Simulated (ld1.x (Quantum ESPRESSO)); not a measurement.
Values are calculated unless marked as measured or tabulated.
**Pseudopotentials across the periodic table**

Generated with ld1.x 7.5 (TM, RRKJ, ultrasoft, PAW), atompaw 4.2 or ONCVPSP 4.0.1. The cutoff is in Ry: for ld1.x and atompaw files where the sum of valence levels is converged to 10 mRy in a Bessel basis, for ONCV files where the hardest occupied wave has 1 mHa per electron of residual kinetic energy. The error is the largest all-electron minus pseudo excitation energy over each file’s own four to seven test configurations (ionisations up to +4, promotions, holes and added fractions of an electron), all of which were solved. The labels leave out finer settings (local radius, basis sizes, second energies), which also bear on the numbers. Spin-polarised tests are not counted. The rows are a selection from randomly drawn settings: files with unsolved tests, undetermined cutoffs or missed reference levels are left out.

A true bound ghost makes a file unfit for plane-wave use even where its test errors are small: the radial tests pick states by their node count and pass the ghost by.

```tsv
element	potential	cutoff (Ry)	largest error (meV)	bound ghosts
Be	TM, PBE, scalar-relativistic, rc 1.40/4.20/3.45 (spd), local s, core correction yes, reference 2s1.75 2p0.25	10	-179	none
P	RRKJ, PBE, non-relativistic, rc 1.10/1.35/1.35 (spd), local s, core correction yes, reference 3s1.5 3p3.5	70	+89	none
Ru	TM semilocal, PBE, scalar-relativistic, rc 2.20/3.40/1.70/3.40 (spdf), local p, core correction yes, reference 4d6.5 5s0 5p0	50	-723	none
Ta	TM, PBE, scalar-relativistic, rc 1.45/1.65/1.80/1.75 (spdf), local smoothed, core correction no, reference 5s2 5p6 5d2 6s0 6p0	80	-1196	none
Tl	ultrasoft, PBE, fully relativistic, rc 2.05/2.65/2.70 (spd), local smoothed, core correction no, reference 6s1 6p2	8	+186	s
```

**Question.** Fill in the row for Be: TM, LDA (PZ), scalar-relativistic, rc 1.45/4.20 (sp), local smoothed, core correction no, reference 2s1.5 2p0.5.

**Answer.** cutoff 10 Ry, largest error -93 meV, bound ghosts: none.

**Question.** Fill in the row for V: RRKJ, LDA (PZ), scalar-relativistic, rc 2.75/2.40/2.05 (spd), local smoothed, core correction yes, reference 3d3 4s1.5 4p0.

**Answer.** cutoff 40 Ry, largest error +124 meV, bound ghosts: none.

**Question.** Fill in the row for C: TM semilocal, PBEsol, non-relativistic, rc 1.00/1.50 (sp), local s, core correction no, reference 2s1 2p0.

**Answer.** cutoff 35 Ry, largest error +625 meV, bound ghosts: none.
